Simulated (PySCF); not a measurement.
Isomers C₈H₁₀FP:

A. SMILES CC1=C(F)C(C=C)=C(C)P1
B. `FC1C=CP(C2CC2)C=C1`
C. `C/C=C\P1C=CC(F)C=C1`

Spectrum 1. 1H NMR (400 MHz, computed): δ 6.75 (m, 2H), 6.65 (m, 1H), 6.43 (m, 2H), 6.17 (m, 1H), 5.17 (m, 1H), 2.24 (d, 3H). 13C{1H} NMR (computed): δ 148.0 (CH), 140.2 (CH), 136.7 (CH), 134.6 (CH), 91.2 (CH), 21.1 (CH3).

Spectrum 2. 1H NMR (400 MHz, computed): δ 6.86 (m, 1H), 6.46 (m, 1H), 5.63 (m, 1H), 4.74 (m, 1H), 2.31 (m, 3H), 2.24 (m, 3H). 13C{1H} NMR (computed): δ 169.9 (C), 148.1 (C), 143.6 (C), 134.3 (CH), 123.3 (CH2), 121.2 (C), 17.9 (CH3), 13.0 (CH3).

Spectrum 3. 1H NMR (400 MHz, computed): δ 6.73 (m, 2H), 6.71 (m, 2H), 5.20 (m, 1H), 0.88 (m, 1H), 0.87 (m, 2H), 0.59 (m, 2H). 13C{1H} NMR (computed): δ 140.0 (CH), 136.8 (CH), 91.2 (CH), 12.0 (CH), 5.7 (CH2).

PySCF 2.14.0 with density-fitted response routines calculation with geometry from GFN2-xTB and shieldings: GIAO PBE0/pcSseg-1; in vacuum, relativity neglected, one computed conformer, fast rotation and ring inversion assumed for equivalent nuclei.

Scale: TMS for 1H (31.72 ppm) and 13C (186.93 ppm) (reference shieldings calculated alike). Splittings of carbon signals by F and P are missing where no couplings were computed. Where no couplings were computed, multiplicities follow the n + 1 count of equivalent neighbours, and m marks all less simple cases (inequivalent or close neighbours, rings, F or P nearby). Shifts are as computed. Against solution values, carbons near 30 ppm lie about +3 ppm off and those near 130 ppm about +5 ppm. Of 1211 compounds with measured shifts, 218 miss one by over three times the rms of a fit or turn the order of signals round; such compounds aren't used in these exercises.

Task: Which spectrum belongs to which compound?

Result: 1–C, 2–A, 3–B.

- Spectrum 1 (C): 6 13C signals; δC 148.0 is an alkene CH; δC 140.2 is an alkene CH.
- Spectrum 2 (A): 8 13C signals; δC 134.3 is an alkene CH; δC 123.3 is a terminal =CH2 carbon.
- Spectrum 3 (B): 5 13C signals; δC 140.0 is an alkene CH; δC 136.8 is an alkene CH.
